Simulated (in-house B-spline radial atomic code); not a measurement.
Ne⁷⁺. Computed with a B-spline radial atomic code. Model: all-electron spherical atom, spin shells full or empty, radial basis limit, no spin-orbit coupling: exact exchange with a local potential (Slater, KLI or optimised effective potential, whose far tail is KLI's), no correlation.

Empty minority-spin level lies below the highest occupied level: each spin potential is zero at infinity, spin occupations fixed.

The run also made RPA and GW results, which its time includes.

The Slater potential averages the orbital exchange potentials with the orbital densities as weights, KLI adds orbital constants, and the optimised effective potential minimises the exact-exchange energy among local potentials. So their energies lie above Hartree-Fock in the order OEP, KLI, Slater. All fall off as −1/r, unlike LDA and GGA exchange.

Command:
```bash
python run_gw.py task.json out
```
Settings (lengths in bohr, energies in hartree):
```
Z                      10
electrons              3
configuration          [He] 2s1
hamiltonian            nr
method                 kli
lmax                   9
spin_polarised         True
box_radius             8.41
intervals              61
ion_configuration      1s2
```

Cost of the run: 2.3 s on 1 thread of Arm Neoverse N1, on a shared host.

Given: hamiltonian non-relativistic; mean-field start exchange-only KLI.

Computed: energy above Hartree-Fock 0.58432 millihartree; virial ratio -E/T less 1 -0.000963.

```csv
radius (bohr),r times exchange potential up (hartree bohr),r times exchange potential down (hartree bohr)
0.005,-0.044159,-0.048249
0.00588,-0.051894,-0.056707
0.00692,-0.061017,-0.066686
0.00814,-0.07168,-0.078357
0.00958,-0.084216,-0.092088
0.0113,-0.099099,-0.1084
0.0133,-0.11627,-0.12725
0.0156,-0.1358,-0.14874
0.0183,-0.15842,-0.17368
0.0216,-0.18556,-0.20369
0.0254,-0.21602,-0.23754
0.0299,-0.25093,-0.27655
0.0351,-0.28957,-0.32009
0.0413,?,?
0.0486,-0.38079,-0.42479
0.0572,-0.43181,-0.48497
0.0673,?,?
0.0791,-0.53738,-0.61581
0.0931,-0.58791,-0.68376
0.11,-0.63353,-0.75151
0.129,-0.66763,-0.81181
0.152,-0.68881,-0.86663
0.178,-0.6914,-0.91044
0.21,-0.66919,-0.94568
0.247,-0.61673,-0.96988
0.29,-0.5461,-0.98501
0.342,-0.52096,-0.99364
0.402,-0.59123,-0.99767
0.473,-0.70013,-0.9993
0.556,-0.79817,-0.99983
0.654,-0.8759,-0.99997
0.77,-0.93231,-1
0.905,-0.96795,-1
1.07,-0.98784,-1
1.25,-0.99601,-1
1.47,-0.99904,-1
1.73,-0.99983,-1
```

Problem. What belongs in the row 0.0413?

Solution. r times exchange potential up (hartree bohr): -0.33313; r times exchange potential down (hartree bohr): -0.3697.

Problem. What belongs in the row 0.0673?

Solution. r times exchange potential up (hartree bohr): -0.48474; r times exchange potential down (hartree bohr): -0.54923.

| occupied | level (hartree) | Hartree-Fock level (hartree) |
| --- | --- | --- |
| 1s up | -40.94 | -42.266 |
| 1s down | -42.085 | -42.09 |
| 2s up | -8.7702 | -8.7705 |

| empty | level (hartree) |
| --- | --- |
| 2s down | -9.1321 |
| 2p down | ? |
| 2p up | ? |
| 3s down | -3.8545 |
| 3s up | -3.7733 |
| 3p down | -3.733 |
| 3p up | -3.6162 |
| 3d down | -3.6064 |
| 3d up | -3.5549 |
| 4s down | -2.122 |

Problem. What belongs in the row 2p down?

Solution. level (hartree): -8.7521.

Problem. What belongs in the row 2p up?

Solution. level (hartree): -8.1777.

The highest level, 2s up, differs from Hartree-Fock by +0.0085 eV and the deepest, 1s down, by +0.144 eV: a local potential can match the highest level but can't give each shell its own exchange.
